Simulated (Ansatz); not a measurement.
The same path of C3H11FSi2 (17 atoms, charge 0, multiplicity 1) was run 3 times with different band settings. The coordinate that changes most is the dihedral Si5–C2–C3–H11.

Method: RKS PBE-D4/6-31G* in Ansatz 0.2.0.

Relaxed end points:

```xyz
17
Properties=species:S:1:pos:R:3
C -1.307 -1.099 -0.295
C -0.023 -0.680 0.414
C 0.838 -1.876 0.809
F -0.409 -0.022 1.631
Si 0.963 0.680 -0.545
Si -0.242 2.685 -0.375
H -1.885 -1.784 0.352
H -1.079 -1.623 -1.238
H -1.944 -0.229 -0.528
H 1.196 -2.412 -0.086
H 1.715 -1.558 1.396
H 0.247 -2.583 1.421
H 2.322 0.826 0.081
H 1.162 0.273 -1.982
H -1.689 2.440 -0.695
H 0.274 3.720 -1.334
H -0.157 3.242 1.014
```

```xyz
17
Properties=species:S:1:pos:R:3
C -1.266 -1.112 -0.403
C -0.037 -0.690 0.397
C 0.818 -1.881 0.818
F -0.514 -0.070 1.601
Si 0.985 0.708 -0.466
Si -0.265 2.689 -0.329
H -1.870 -1.825 0.186
H -0.969 -1.605 -1.344
H -1.903 -0.247 -0.652
H 0.202 -2.612 1.374
H 1.242 -2.390 -0.064
H 1.650 -1.564 1.468
H 2.298 0.864 0.250
H 1.284 0.334 -1.894
H -1.691 2.423 -0.723
H 0.277 3.749 -1.246
H -0.262 3.229 1.070
```

Common settings: optimiser quadratic models (default); start path through a guess of the saddle point; force threshold 0.05 eV/Å; iteration limit 60; end points relaxed.

| run | movable images | climbing image | spring |
| --- | --- | --- | --- |
| 1 | 5 | yes | 5.0 eV/Å² |
| 2 | 5 | yes | 2.0 to 10.0 eV/Å², energy-weighted |
| 3 | 4 | no | 5.0 eV/Å² |

(1) What does each run give, and how far can it be trusted?

## Answers

(1) Run 1: converged after 6 iterations, highest image 0.151 eV above the first end. A vibrational analysis at the climbing image gives one clearly imaginary mode, 241i cm⁻¹: a first-order saddle point.
Run 2: converged after 6 iterations, highest image 0.151 eV above the first end. Another band between the same ends (5 images) ends at a top of the same energy, where a vibrational analysis finds 1 clearly imaginary mode.
Run 3: converged after 6 iterations, highest image 0.137 eV above the first end. No image climbed, so the highest image needn't sit at the top of the path.
